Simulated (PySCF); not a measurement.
C2H8O2Si2, SMILES O[SiH2][Si@@H](O)C=C.

Geometry: B3LYP-D3(BJ)/def2-SVP. The structure was generated by enumeration; whether it is a known compound was not checked. The values are those of a single conformer.

The numbers are results of PySCF with TDA-PBE/def2-SVPD, not measurements.

Vertical excitations. Gas-phase values at a fixed geometry.

Computed lowest excited states:
| state | energy (eV) | λ (nm) | f | main pairs |
|---|---|---|---|---|
| S1 | 4.82 | 257 | 0.068 | HOMO→LUMO 84 % |
| S2 | 5.31 | 233 | 0.003 | HOMO→LUMO+1 56 %, HOMO−1→LUMO 30 %, HOMO−3→LUMO 9 % |
| S3 | 5.44 | 228 | 0.005 | HOMO−2→LUMO 71 %, HOMO−1→LUMO 17 % |
| S4 | 5.46 | 227 | 0.079 | HOMO→LUMO+1 36 %, HOMO−2→LUMO 21 %, HOMO−1→LUMO 19 %, HOMO−3→LUMO 16 % |
| S5 | 5.84 | 212 | 0.015 | HOMO→LUMO+2 93 % |
| S6 | 5.94 | 209 | 0.010 | HOMO−1→LUMO+1 96 % |
| S7 | 6.15 | 202 | 0.007 | HOMO−2→LUMO+1 98 % |
| S8 | 6.33 | 196 | 0.014 | HOMO−1→LUMO+2 39 %, HOMO−3→LUMO+1 26 %, HOMO−3→LUMO 14 %, HOMO−4→LUMO 7 % |
| S9 | 6.42 | 193 | 0.013 | HOMO−3→LUMO+1 52 %, HOMO−4→LUMO 33 %, HOMO−1→LUMO+2 13 % |
| S10 | 6.47 | 192 | 0.009 | HOMO−4→LUMO 54 %, HOMO−1→LUMO+2 31 %, HOMO−3→LUMO+1 10 % |
| T1 | 4.00 | 310 | 0 | HOMO→LUMO 78 % |
| T2 | 4.64 | 267 | 0 | HOMO−1→LUMO 56 %, HOMO→LUMO 19 %, HOMO−3→LUMO 19 % |
| T3 | 4.93 | 251 | 0 | HOMO→LUMO+1 97 % |
| T4 | 5.18 | 239 | 0 | HOMO−2→LUMO 79 %, HOMO−3→LUMO 13 % |
Triplets are in the Tamm–Dancoff approximation.
